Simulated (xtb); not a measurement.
C3H9NSi2, SMILES C#C[C@H](N)[SiH2][SiH3]. All values are semi-empirical tight-binding results from xtb (GFN2-xTB unless named), good for trends rather than for accurate numbers. Coordinates come from a GFN2-xTB optimisation. The structure was generated by enumeration; whether it is a known compound was not checked. The values are those of a single conformer.

Optimised geometry:

```xyz
15

C     -2.1857    -0.9768     1.2062
C     -1.6679    -0.3274     0.3428
C     -0.9920     0.3799    -0.7201
N     -1.6381     0.0864    -2.0010
Si     0.8966    -0.0681    -0.6702
Si     1.8472     0.3995     1.3754
H     -2.6689    -1.5113     1.9685
H     -1.1190     1.4564    -0.5452
H     -1.1354     0.5398    -2.7559
H     -1.6304    -0.9130    -2.1743
H      1.4632     0.6721    -1.8145
H      0.9595    -1.4822    -1.0782
H      1.2688    -0.3902     2.4630
H      3.2853     0.1180     1.3540
H      1.7046     1.8111     1.7443
```
Charge 0, spin multiplicity 1.

The orbital gap is 3.65 eV and the dipole moment comes out as 1.72 D. The zero-point energy is 63.7 kcal/mol. The G − E(el) at 298.15 K (modified RRHO) comes out as 41.4 kcal/mol and the static polarisability (D4 model) comes out as 99.5 bohr³. The solvation energy, GFN2-xTB/ALPB(water) is -3.2 kcal/mol. The solvation energy, GFN2-xTB/ALPB(acetonitrile) comes out as -5.6 kcal/mol.

Task: Give the atomic charges and the Wiberg bond orders between heavy atoms. (An estimate is asked for; the answer gives what the named calculation found.)

Result: charges (e) C1 -0.12, C2 -0.04, C3 -0.03, N4 -0.34, Si5 0.37, Si6 0.36, H7 0.07, H8 0.03, H9 0.13, H10 0.13, H11 -0.11, H12 -0.11, H13 -0.11, H14 -0.13, H15 -0.11. Bond orders C1–C2 2.87, C2–C3 1.07, C3–N4 1.01, C3–Si5 0.81, Si5–Si6 0.85.
